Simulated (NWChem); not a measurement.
# PbHOI, singlet; SMILES [I][Pb][OH]

```xyz
4

Pb     0.2117     1.0082     0.0000
I     -0.0080    -1.8132     0.0000
O     -1.8597     1.3869     0.0000
H     -2.0612     2.3319     0.0000
```
Atoms are numbered in this order, from 1.

Program: NWChem. Low-valent species are run as closed-shell singlets; no triplet was tried in these runs. Coordinates come from a PBE0/def2-SVP optimisation. def2 effective core potentials on I, Pb; no spin-orbit coupling. Level MN15/def2-SVP: energy and gradient on several grids; changes count from the extra-fine grid, which is no exact limit either.

Task: Which is the coarsest grid (xfine; coarse; xcoarse; fine; medium) from which on the energy stays within 100 μHa and each gradient component within 200 μHa/bohr of xfine?

Result: medium.
```tsv
grid	size of the energy change (μHa)	largest change of a gradient component (μHa/bohr)
xcoarse	8000	7000
coarse	500	500
medium	< 10	60
fine	< 10	< 30
xfine	< 10	< 30
```
